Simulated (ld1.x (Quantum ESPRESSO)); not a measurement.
What the settings do to the RRKJ potential of arsenic (As)

Base potential:

As (Z = 33), norm-conserving RRKJ (Kleinman–Bylander form), made with ld1.x (Quantum ESPRESSO) 7.5 (BP86, scalar-relativistic). Core [Ar], reference 3d10 4s2 4p1 (charge +2). Waves: 4p (bound): rc 1.70 bohr; 3d (bound): rc 0.95 bohr; 4s (bound): rc 1.55 bohr. Local part: the s channel. Core correction: Bessel-smoothed model core inside 0.85 bohr. rho0 = 0.001.

Cutoffs, loose and tight: the cutoffs (Ry, on a coarse ladder) from which the occupation-weighted sum of valence levels, in a spherical-Bessel basis at the reference potential, stays within 10 and 1 mRy of its value at 400 Ry. They do not see the model core or the augmentation charge, which bear on the density cutoff. Test errors are all-electron minus pseudo excitation energies from the reference, over the configurations 3d10 4s2 4p3; 3d10 4s2 4p2; 3d10 4s2 4p0; 3d9 4s2 4p3; 3d9 4s2 4p4; 3d10 4s2 4p2.5; 3d10 4s2 4p3.3. A dash means not determined; rows that change the core or the reference have their own tests.

A true bound ghost makes a file unfit for plane-wave use even where its test errors are small: the radial tests pick states by their node count and pass the ghost by.

| change | outcome | cutoff, loose | cutoff, tight | bound ghosts | largest test error (meV) |
| --- | --- | --- | --- | --- | --- |
| base | generated | 260 Ry | 300 Ry | none | -1279 |
| all radii but the core radius scaled by about 0.78 (s 1.20, p 1.32, d 0.74 bohr) | generated | over 300 Ry | over 300 Ry | p | -1193 |
| all radii but the core radius scaled by about 0.93 (s 1.44, p 1.58, d 0.88 bohr) | generated | 230 Ry | over 300 Ry | none | -1310 |
| all radii but the core radius scaled by about 1.28 (s 1.98, p 2.18, d 1.22 bohr) | generated | 160 Ry | 230 Ry | none | -670 |

Task: What comes out with this change to the base: all radii but the core radius scaled by about 1.37 (s 2.12, p 2.34, d 1.30 bohr)?

Result: outcome: generated; cutoff, loose: 160 Ry; cutoff, tight: 230 Ry; bound ghosts: none; largest test error (meV): -418.

Task: What comes out with this change to the base: all radii but the core radius scaled by about 1.11 (s 1.72, p 1.90, d 1.06 bohr)?

Result: outcome: generated; cutoff, loose: 200 Ry; cutoff, tight: 300 Ry; bound ghosts: none; largest test error (meV): -1136.

Reading the sweep of the scale of all radii but the core radius (base = 1) (base included, trends over the rows without a ghost): The loose cutoff is not monotonic: lowest 160 Ry at 1.28, highest 260 Ry at 1. The median size of the test errors (rows with all tests solved) is not monotonic: lowest 3.9 meV at 0.93, highest 36.9 meV at 1.37. Bound ghosts are found at 0.78.
